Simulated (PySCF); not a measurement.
**A small calculation by hand: oscillator strength and radiative lifetime**

Zn(OH)(SiH3) (H4OSiZn), SMILES [SiH3][Zn][OH].

The structure is a stationary point at r2SCAN-D4/def2-SVP. A frequency run showed that this geometry is not a minimum. The values are those of a single conformer.

PySCF with TDDFT-ωB97X/def2-SVPD puts the first singlet state with f over 0.02 at 6.27 eV (vertical), with the transition dipole (-0.009, 0.046, -0.670) in atomic units.

**Question.** Find the oscillator strength, the wavelength and the radiative lifetime that this transition would have in vacuum if emission retraced absorption.

**Answer.** 
|μ|² = 0.4511 au, so |μ| = 1.71 D. ΔE = 6.27/27.211 = 0.2304 hartree. f = (2/3) ΔE |μ|² = 0.069 (the program prints 0.069).
λ = 1239.84/6.27 = 198 nm; ν = 50571 cm⁻¹.
Einstein's coefficient A = 0.6670 ν² f s⁻¹ (ν in cm⁻¹) = 1.2e8 s⁻¹, so τ = 1/A = 8.5 ns. This state is S1. The figure is the radiative limit of this one transition; relaxation, internal conversion, crossing to triplets and a medium change what is measured.
